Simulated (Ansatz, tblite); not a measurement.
Spin states of PdCl₂ (the lowest singlet isomer of a short search), each relaxed with r2SCAN-D4/def2-TZVP in Ansatz. Electronic energies in the gas phase.

In the def2 sets Pd takes a core potential; there is no spin–orbit coupling. The xTB rows come from tblite. HSE06 is defined as in plane-wave codes, on full-range PBE exchange. Correlated methods freeze 10 core orbitals; core or outer-core shells of Pd are correlated, in sets that lack core-valence functions. The structure comes from a short search, and lower isomers may exist.

Singlet geometry (C2v within 0.1 Å):

```xyz
3

Pd   -0.164   -0.169    0.893
Cl    1.696   -0.257   -0.215
Cl   -1.532    0.426   -0.678
```

Triplet geometry (D∞h within 0.1 Å):

```xyz
3

Pd   -0.001   -0.001   -0.001
Cl   -1.691    1.357    0.229
Cl    1.691   -1.356   -0.228
```

Quintet geometry (C2v within 0.1 Å):

Cartesian coordinates in Å:
```
Pd -0.057 -0.337 0.908
Cl 1.136 -1.129 -0.867
Cl -1.080 1.467 -0.041
```

Run but left out: HF/STO-3G, B2PLYP/def2-TZVP (singlet: restricted singlet, unstable in another Hartree–Fock run and untested here); HF/def2-TZVP, HF/def2-TZVPP, MP2/def2-TZVP, MP2/def2-TZVPP, CCSD/def2-TZVPP, CCSD(T)/def2-TZVPP (singlet: restricted singlet, unstable towards broken spin symmetry).

Only these spin states were relaxed.

Question: Estimate which spin state lies lowest at each of these levels, and by how much: GFN1-xTB; GFN2-xTB; PBE-D4/def2-TZVP; revPBE-D4/def2-TZVP; BLYP-D4/def2-TZVP; r2SCAN-D4/def2-TZVP; r2SCANh-D4/def2-TZVP; PBE0-D4/def2-TZVP; HSE06-D4/def2-TZVP; RPA@PBE/def2-TZVP.

Answer: 
```tsv
level	triplet − singlet (kJ/mol)	quintet − singlet (kJ/mol)	lowest of these	remarks
GFN1-xTB	59.8	845.7	singlet	–
GFN2-xTB	41.8	633.7	singlet	–
PBE-D4/def2-TZVP	-19.1	367.9	triplet	–
revPBE-D4/def2-TZVP	-15.3	366.1	triplet	–
BLYP-D4/def2-TZVP	-22.7	359.1	triplet	–
r2SCAN-D4/def2-TZVP	-27.0	362.9	triplet	–
r2SCANh-D4/def2-TZVP	-23.3	377.6	triplet	–
PBE0-D4/def2-TZVP	-14.8	409.4	triplet	–
HSE06-D4/def2-TZVP	-14.6	409.1	triplet	–
RPA@PBE/def2-TZVP	-9.1	353.6	triplet	test for broken spin undecided (singlet)
```

Change of the quintet − singlet gap on mixing in exact exchange, in kJ/mol: PBE to PBE0 (25 % exact exchange) 41.5; r2SCAN to r2SCANh (10 % exact exchange) 14.7. The xTB methods have no term that favours high spin, so they put low spin too low.

```csv
state,donor atoms,mean metal–ligand distance (Å),range (Å),Mulliken spin on the metal (PBE0)
singlet,2,2.167,2.17–2.17,0
triplet,2,2.180,2.18–2.18,1.35
quintet,2,2.281,2.28–2.28,2.60
```

⟨S²⟩ at PBE0-D4/def2-TZVP: singlet 0.00 (pure 0.00), triplet 2.01 (pure 2.00), quintet 6.01 (pure 6.00).
